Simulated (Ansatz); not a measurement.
A nudged elastic band was laid between two geometries of C₂H₉BSSi (14 atoms, charge 0, multiplicity 1).

Computed with Ansatz, RKS PBE/cc-pVDZ.

```yaml
movable_images: 7
climbing_image: yes
spring: 5.0 eV/Å²
optimiser: quadratic models (default)
start_path: IDPP
force_threshold: 0.05 eV/Å
iteration_limit: 60
end_points: relaxed
```

Image 0:

```xyz
14
Properties=species:S:1:pos:R:3
B -1.303 1.004 0.104
Si -0.543 -0.824 0.005
C -0.331 -2.019 1.462
S 0.709 1.081 0.378
C 1.340 1.455 -1.308
H -1.624 1.596 -0.907
H -1.826 1.278 1.169
H 0.087 -1.408 -1.243
H -0.561 -1.508 2.417
H -1.048 -2.859 1.347
H 0.692 -2.443 1.508
H 2.365 1.049 -1.406
H 0.676 1.012 -2.074
H 1.353 2.555 -1.423
```

Image 8:

```xyz
14
Properties=species:S:1:pos:R:3
B -1.539 0.583 -0.077
Si -0.284 -0.942 0.089
C 0.152 -1.847 1.698
S 0.341 1.276 0.260
C 0.960 1.626 -1.436
H -1.943 0.940 -1.166
H -2.193 0.809 0.925
H 0.580 -1.454 -1.044
H -0.295 -1.327 2.568
H -0.275 -2.872 1.662
H 1.247 -1.935 1.844
H 0.503 0.929 -2.162
H 0.671 2.664 -1.688
H 2.061 1.522 -1.444
```

(1) What changes between the two ends?

(2) Give the energies along the band, and the barrier.

(3) What is the geometry of the highest image?

(4) What are the harmonic wavenumbers there?

The band took 5 iterations and about 4 core-minutes.

Results:

(1) No bond is made or broken. The dihedral Si2–S4–C5–H12 goes from -97 to 24°. The two ends are copies of one structure, up to a mirror image or an exchange of like atoms.

(2) The run converged. The highest image is number 4 of 0 to 8, 0.038 eV above the ends, which have the same energy within 2 meV. A vibrational analysis at the climbing image gives one clearly imaginary mode, 127i cm⁻¹: a first-order saddle point.

| image | path coordinate (Å) | energy (eV) | dihedral Si2–S4–C5–H12 (°) |
| --- | --- | --- | --- |
| 0 | 0.00 | 0.000 | -97 |
| 1 | 0.46 | 0.005 | -82 |
| 2 | 0.91 | 0.018 | -67 |
| 3 | 1.37 | 0.032 | -52 |
| 4 | 1.83 | 0.038 | -37 |
| 5 | 2.28 | 0.032 | -22 |
| 6 | 2.73 | 0.018 | -7 |
| 7 | 3.19 | 0.005 | 9 |
| 8 | 3.64 | 0.000 | 24 |

(3) 
```xyz
14
Properties=species:S:1:pos:R:3
B -1.524 0.646 -0.081
Si -0.353 -0.937 0.092
C 0.053 -1.854 1.702
S 0.395 1.251 0.250
C 1.060 1.584 -1.438
H -1.904 1.015 -1.175
H -2.159 0.921 0.920
H 0.480 -1.491 -1.046
H -0.366 -1.309 2.570
H -0.420 -2.859 1.673
H 1.143 -1.989 1.843
H 1.559 0.690 -1.852
H 0.229 1.898 -2.094
H 1.795 2.405 -1.335
```

(4) 127i, 120, 122, 144, 184, 237, 306, 406, 506, 587, 614, 677, 690, 730, 746, 771, 844, 888, 924, 933, 1048, 1206, 1265, 1376, 1378, 1388, 1396, 2113, 2493, 2590, 2976, 2996, 3064, 3087, 3103, 3115 cm⁻¹.

The run took 2 min on 2 threads of Arm Neoverse V1, with other jobs on the host, peak memory 0.18 GiB.
